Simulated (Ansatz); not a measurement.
Cost and result for the atomization energy of CH3F2OSb, SMILES `C[O][Sb]([F])[F]` (8 atoms, 7 bonds).

```xyz
8

C    -0.8449    0.6878    0.0553
O    -0.6355   -0.4796   -0.7265
Sb    0.9668   -1.5250   -0.6328
F     2.1878   -0.0678   -0.7224
F     1.0698   -1.6032    1.2661
H    -0.8238    0.4582    1.1239
H    -1.8297    1.0801   -0.2045
H    -0.0905    1.4495   -0.1591
```

The species carries charge 0 and has multiplicity 1. Correlated methods include outer-core shells of Sb, which these sets cover unevenly. Sb: def2 effective core potential. The structure was optimised at the PBE0-D4/def2-TZVP level. It is one conformer, not always the lowest. Program: Ansatz. All runs use 4 threads of a server CPU on a shared host. Times are those of one run each, without the atoms' runs, and a repeat can differ threefold. Electronic energies, without spin–orbit coupling; frozen cores. CCSD(T)/CBS adds CCSD(T) − MP2 in def2-TZVPP to the MP2 limit, and its time is that of the two runs behind it. T1 = 0.015. With those shells the extrapolation isn't a true limit. HSE06 is the plane-wave form, built on full-range PBE exchange.

CCSD(T)/CBS is a level of theory with its own doubt, some kJ/mol a heavy atom from the limit and from the frozen cores, so smaller differences don't rank the functionals.

```tsv
level	functions	wall time
LDA (SPW92)/def2-TZVPP	216	0.95 s
BLYP-D4/def2-TZVPP	216	1.6 s
PBE0-D4/def2-TZVPP	216	2.2 s
BHLYP-D4/def2-TZVPP	216	2.3 s
r2SCANh-D4/def2-TZVPP	216	2.7 s
CAM-B3LYP-D4/def2-TZVPP	216	2.7 s
HSE06-D4/def2-TZVPP	216	2.8 s
r2SCAN-D4/def2-TZVPP (with forces)	216	2.8 s
ωB97X-V/def2-TZVPP	216	5 s
CCSD(T)/def2-SVP	97	5.5 s
MP2/def2-QZVPP	400	16 s
CCSD(T)/def2-TZVPP	216	120 s
CCSD(T)/CBS(def2)	–	2.2 min
```

Problem. What atomization energy does each give, and how far from CCSD(T)/CBS? (Estimate.)

Solution. Ansatz gave: 
| level | atomization (kJ/mol) | difference from CCSD(T)/CBS | per bond |
| --- | --- | --- | --- |
| LDA (SPW92)/def2-TZVPP | 3409.4 | 511.6 | 73.1 |
| BLYP-D4/def2-TZVPP | 2929.6 | 31.8 | 4.5 |
| PBE0-D4/def2-TZVPP | 2847.0 | -50.8 | -7.3 |
| BHLYP-D4/def2-TZVPP | 2720.6 | -177.2 | -25.3 |
| r2SCANh-D4/def2-TZVPP | 2835.5 | -62.3 | -8.9 |
| CAM-B3LYP-D4/def2-TZVPP | 2899.8 | 2.0 | 0.3 |
| HSE06-D4/def2-TZVPP | 2847.2 | -50.6 | -7.2 |
| r2SCAN-D4/def2-TZVPP (with forces) | 2879.3 | -18.5 | -2.6 |
| ωB97X-V/def2-TZVPP | 2900.3 | 2.5 | 0.3 |
| CCSD(T)/def2-SVP | 2598.5 | -299.3 | -42.8 |
| MP2/def2-QZVPP | 2936.2 | 38.4 | 5.5 |
| CCSD(T)/def2-TZVPP | 2773.9 | -123.9 | -17.7 |
| CCSD(T)/CBS(def2) | 2897.8 | 0.0 | 0.0 |

At CCSD(T), def2-SVP lies −299.3 kJ/mol from the extrapolated value and def2-TZVPP −123.9 kJ/mol: correlation converges slowly with the basis, and small sets miss more of it in the bonded molecule than in its fragments. The D4 term adds +26.2 kJ/mol with B3LYP and +13.6 kJ/mol with PBE0; it sums over pairs of atoms, weighted by their polarisabilities, and B3LYP, whose exchange is more repulsive, gets the larger term. From r2SCAN to r2SCAN0 (25 % exact exchange), in def2-TZVPP and without D4, the atomization energy moves by −107.1 kJ/mol: exact exchange takes away binding that semilocal exchange gives to molecules.

B3LYP here is the variant with VWN-RPA as its local correlation; programs differ in this.
